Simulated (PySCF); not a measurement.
**CBr4: calculation against experiment**

**What was measured.**

From Thomas, Saethre, Boerve, Bozek, Huttula, Kukk, J. Phys. Chem. A 2004, 108, 4983 (carbon 1s photoelectron spectroscopy of halomethanes), for the gas: C 1s binding energy of C2 294.77 eV.

The runs below try to reproduce these values; the comparison stands at the end.

CBr₄.
SMILES with atom numbers: `[Br:1][C:2]([Br:3])([Br:4])[Br:5]`

Cartesian coordinates in Å at the PBE0-D3(BJ)/def2-TZVP level; atoms count from 1:
```xyz
5
CBr4 angstrom
Br    -0.634    1.816   -0.058
C      0.005   -0.007   -0.007
Br     1.937   -0.014   -0.035
Br    -0.665   -0.968   -1.545
Br    -0.619   -0.864    1.608
```

The PySCF runs (gas phase, on this PBE0-D3(BJ)/def2-TZVP geometry; non-relativistic but for the core-level run):

```
                                                                          level                           job  basis functions  wall time
delta-SCF UKS SCAN, pcX-3 on the ionised atom, pcseg-2 elsewhere, spin-free X2C  ΔSCF core ionisation, 1 hole              256       12 s
```

Hardware: one thread, Arm Neoverse V1 (aarch64) (shared host).

## Comparison

**Core binding energies.** PySCF, delta-SCF UKS SCAN, pcX-3 on the ionised atom, pcseg-2 elsewhere, spin-free X2C.

| level and atom | computed (eV) | measured (eV) | computed − measured (eV) |
| --- | --- | --- | --- |
| C 1s, C2 | 294.95 | 294.77 | +0.18 |

Sources, in the order of the opening: Thomas, Saethre, Boerve, Bozek, Huttula, Kukk, J. Phys. Chem. A 2004, 108, 4983 (carbon 1s photoelectron spectroscopy of halomethanes). The computed values are vertical, without vibrational structure; measured positions hang on the energy calibration. 

The geometry is computed, not the measured one. Where a level misses, the cause wasn't examined.
